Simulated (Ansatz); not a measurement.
# Worked example: the step energy

An elementary step of SiH$_{3}$SF$_{3}$, singlet (SiH₂SF₂ ([F][SiH]([F])[SH]) + HF → SiHF₃ ([F][SiH]([F])[F]) + H₂S; Si–S, H–F broken or loosened, Si–F, S–H formed or tightened). “Start” and “end” are the PBE0-D4/def2-TZVP structures reached by relaxing down either side of its saddle point, with the molecules still in contact.

Computed with Ansatz 0.2.0 (basis: def2-TZVPP and def2-QZVPP); correlated methods freeze the cores.

Energies in eV:

| quantity | end | start |
| --- | --- | --- |
| Hartree–Fock, triple zeta (X = 3) | -26855.13595 | -26853.91555 |
| Hartree–Fock, quadruple zeta (X = 4) | -26856.11686 | -26854.87749 |
| MP2 correlation, X = 3 | -28.77547 | -29.03416 |
| MP2 correlation, X = 4 | -31.49458 | -31.79037 |
| CCSD(T) correlation, X = 3 | -30.49766 | -30.71169 |

Work out the step energy at the basis limit: extrapolate Hartree–Fock as E(X) = E∞ + A exp(−7.88 √X) and the MP2 correlation as E(X) = E∞ + B X^−2.97 (the exponents that Neese and Valeev fitted for def2-TZVPP and QZVPP), then add CCSD(T) − MP2 in triple zeta.

Each step is linear, so take the differences first (end − start): Hartree–Fock -1.22040 (X = 3) and -1.23937 (X = 4); MP2 correlation 0.25869 and 0.29579; CCSD(T) correlation 0.21403.
Two points give E∞ = E(4) + w [E(4) − E(3)], with w = 1/(exp(7.88 (2 − √3)) − 1) = 0.1377 for Hartree–Fock and w = 1/((4/3)^2.97 − 1) = 0.7407 for the correlation.
Hartree–Fock: -1.23937 + 0.1377 × (-0.01897) = -1.2420 eV.
MP2 correlation: 0.29579 + 0.7407 × 0.03710 = 0.3233 eV.
CCSD(T) − MP2: 0.21403 − 0.25869 = -0.0447 eV.
Sum: -1.2420 + 0.3233 + (-0.0447) = -0.9634 eV, or -22.22 kcal/mol. Plain CCSD(T) in triple zeta gives -1.0064 eV, so the larger basis shifts the result by 0.0430 eV.

The T1 diagnostic stays at or below 0.013.

Labels in which every atom is bracketed show which atoms are joined, not bond orders.

For scale, one of the runs: CCSD(T)/def2-TZVPP, 219 basis functions, launched by `ansatz run in.yaml --threads 4 --pin off --events-out ev --progress --plain --max-ram 9574MiB`. Hardware: 4 CPU threads of an Arm Neoverse V2, shared host. Wall time 80 s; peak host memory 3.4 GiB.
